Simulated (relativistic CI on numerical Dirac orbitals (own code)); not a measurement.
# Calculated levels, In3+

Method of calculation: Dirac-Coulomb-Breit CI, orbitals from a KLI potential per configuration, a model potential for QED, valence Slater integrals scaled by 0.85, configuration energies shifted to the measured levels that pair with them (semi-empirical) (own radial code, finite nucleus).

Configuration list (outside the closed core [Kr]): 4d10, 4d9.5s, 4d9.5p, 4d8.5s2, 4d9.5d, 4d9.6s, 4d9.6p, 4d9.4f, 4d8.4f2, 4d9.6d, 4d8.5s.5p, 4d9.5f, 4d9.5g, 4d9.6f, 4d9.6g, 4d8.5p2, 4d8.5s.5d, 4d8.4f.5s. Levels of other configurations are missing.

```csv
No.,Configuration,Term,J,E (cm⁻¹),%,Lifetime (s),jj configuration (%)
1,4d10,1S,0,0,100,,closed (100)
2,4d9.5s,3D,3,128840,100,,4d5/2^5 5s (100)
3,4d9.5s,3D,2,130960,73,6.31e-04,4d5/2^5 5s (88)
4,4d9.5s,3D,1,135711,100,3.14e-01,4d3/2^3 4d5/2^6 5s (100)
5,4d9.5s,1D,2,138475,73,1.86e-04,4d3/2^3 4d5/2^6 5s (88)
6,4d9.5p,3P°,2,194328,89,1.08e-09,4d5/2^5 5p1/2 (78)
7,4d9.5p,3F°,3,197063,59,1.07e-09,4d5/2^5 5p1/2 (95)
8,4d9.5p,3P°,1,200553,90,7.53e-10,4d5/2^5 5p3/2 (54)
9,4d9.5p,3F°,4,200943,100,8.35e-10,4d5/2^5 5p3/2 (100)
10,4d9.5p,3F°,2,202203,84,9.81e-10,4d3/2^3 4d5/2^6 5p1/2 (68)
11,4d9.5p,3P°,0,204689,100,9.04e-10,4d3/2^3 4d5/2^6 5p3/2 (100)
12,4d9.5p,1D°,2,205544,66,8.81e-10,4d5/2^5 5p3/2 (56)
13,4d9.5p,3D°,3,205785,69,7.70e-10,4d5/2^5 5p3/2 (93)
14,4d9.5p,1P°,1,208987,82,1.09e-10,4d3/2^3 4d5/2^6 5p1/2 (69)
15,4d9.5p,3F°,3,209533,40,8.34e-10,4d3/2^3 4d5/2^6 5p3/2 (94)
16,4d9.5p,3D°,1,211362,75,3.69e-10,4d3/2^3 4d5/2^6 5p3/2 (77)
17,4d9.5p,3D°,2,212520,60,7.65e-10,4d3/2^3 4d5/2^6 5p3/2 (93)
18,4d8.5s2,3F,4,277045,95,1.15e-08,4d5/2^4 (85)
19,4d8.5s2,3F,3,283067,95,5.85e-09,4d3/2^3 4d5/2^5 (95)
20,4d8.5s2,3F,2,284842,67,3.98e-09,4d5/2^4 (46)
21,4d9.5d,3S,1,286200,78,2.51e-10,4d5/2^5 5d3/2 (63)
22,4d9.5d,3P,2,288956,64,2.80e-10,4d5/2^5 5d3/2 (54)
23,4d9.5d,3G,4,289138,51,2.49e-10,4d5/2^5 5d3/2 (94)
24,4d9.5d,3G,5,289466,100,2.63e-10,4d5/2^5 5d5/2 (100)
25,4d9.5d,1P,1,289653,49,2.71e-10,4d5/2^5 5d5/2 (64)
26,4d9.5d,3D,3,290772,79,2.67e-10,4d5/2^5 5d5/2 (50)
27,4d9.5d,1D,2,291408,37,3.38e-10,4d5/2^5 5d3/2 (44)
28,4d9.5d,1F,3,291548,49,2.66e-10,4d5/2^5 5d5/2 (48)
29,4d9.5d,3F,4,292050,76,2.81e-10,4d5/2^5 5d5/2 (91)
30,4d9.5d,3P,0,292242,89,2.65e-10,4d5/2^5 5d5/2 (50)
31,4d8.5s2,3P,2,293281,38,9.65e-10,4d5/2^4 (43)
32,4d9.5d,3P,1,294792,40,2.93e-10,4d3/2^3 4d5/2^6 5d5/2 (67)
33,4d9.5d,3G,3,296244,76,2.47e-10,4d3/2^3 4d5/2^6 5d3/2 (92)
34,4d9.5d,3D,1,296690,72,2.70e-10,4d3/2^3 4d5/2^6 5d3/2 (81)
35,4d9.5d,3G,4,296874,41,2.78e-10,4d3/2^3 4d5/2^6 5d5/2 (93)
36,4d9.5d,1D,2,297161,38,3.20e-10,4d3/2^3 4d5/2^6 5d5/2 (51)
37,4d9.5d,3F,2,298604,72,2.88e-10,4d3/2^3 4d5/2^6 5d3/2 (51)
38,4d8.5s2,3P,0,298665,85,5.30e-09,4d5/2^4 (54)
39,4d9.6s,3D,3,298748,98,2.99e-10,4d5/2^5 6s (98)
40,4d8.5s2,3P,1,298929,79,1.87e-09,4d3/2^3 4d5/2^5 (79)
41,4d9.5d,3F,3,298982,51,2.77e-10,4d3/2^3 4d5/2^6 5d5/2 (92)
42,4d9.6s,1D,2,299434,51,2.98e-10,4d5/2^5 6s (98)
43,4d8.5s2,1D,2,301121,42,1.49e-09,4d3/2^2 4d5/2^6 (43)
44,4d8.5s2,1G,4,302601,90,9.03e-09,4d3/2^3 4d5/2^5 (81)
45,4d9.6s,3D,1,305690,100,2.98e-10,4d3/2^3 4d5/2^6 6s (100)
```

Energies count from the lowest computed level; ° marks odd parity; lifetimes are radiative, by E1, M1, E2 decay to levels of this space only; some are left blank where a channel outside the calculation adds to the decay or the decay crosses a small, uncertain gap. Filled j subshells are mostly left out of the jj labels.

The mean weight of the leading LS term, summed over parents, in these 45 levels is 72 %, and that of the leading jj configuration (from the same eigenvectors) 77 %.

Configurations whose levels could be paired with our table of measured levels were shifted onto them, all but the ground configuration, by the median error of their levels; single terms can still be off by 1,000 to 2,000 cm⁻¹ or more, and rates follow the energies as ν³ (E1, M1) or ν⁵ (E2). The others borrow a shift and can be off by several thousand cm⁻¹ or more. The fine structure of a lone outer electron comes out too small, for d and f at times inverted, and misplaced configurations move strength between like terms. 44 of the 69 excited levels that our extract of the measured tables holds in this range could be paired (the sources list more); they are missed by 229 cm⁻¹ on average and 2314 at most, after the shifts were fitted to these levels, and levels without a partner can miss by more.

LS names give the leading component of a level, which can be under half, so a name can repeat, a term be missing and a line seem to break the LS rules.
